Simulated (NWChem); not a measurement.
System: TiH3I; SMILES [TiH3][I]

```xyz
5

Ti     0.0000     0.0000    -1.6996
I      0.0000     0.0000     0.8327
H      1.1220     1.1220    -2.2467
H      0.4107    -1.5327    -2.2467
H     -1.5327     0.4107    -2.2467
```
Atoms are numbered in this order, from 1.

All runs: NWChem. Medium grid unless said otherwise, to which SCAN and Minnesota functionals are sensitive. All runs use the structure optimised with PBE0/def2-SVP. def2 effective core potentials on I; no spin-orbit coupling. Total energies of different functionals are on different scales.

| level | energy (Ha) | highest occupied level (eV) | orbital gap (eV) | dipole (D) |
|---|---|---|---|---|
| B3LYP/def2-SVP | -1148.9364 | -8.08 | 4.70 | 0.17 |
| PBE/def2-SVP | -1148.5825 | -7.32 | 3.03 | 0.16 |
| r2SCAN/def2-SVP | -1148.9101 | ___ | ___ | 0.13 |
| BP86/def2-SVP | -1149.0808 | -7.45 | 3.01 | 0.16 |
| LC-wPBE (HJS exchange hole, range parameter 0.4 per bohr)/def2-SVP | -1148.6402 | -10.83 | 9.99 | 0.89 |
| KT2/def2-SVP | -1155.3617 | -7.37 | 3.08 | 0.15 |
| revPBE/def2-SVP | -1148.7712 | -7.27 | 3.05 | 0.12 |
| BLYP/def2-SVP | -1148.7938 | -7.11 | 2.97 | 0.29 |
| B97-2/def2-SVP | -1149.2327 | -8.09 | 4.82 | 0.33 |

**Question.** Some entries are withheld; supply them.

**Answer.** 
- r2SCAN/def2-SVP, highest occupied level (eV): -7.63
- r2SCAN/def2-SVP, orbital gap (eV): 3.41
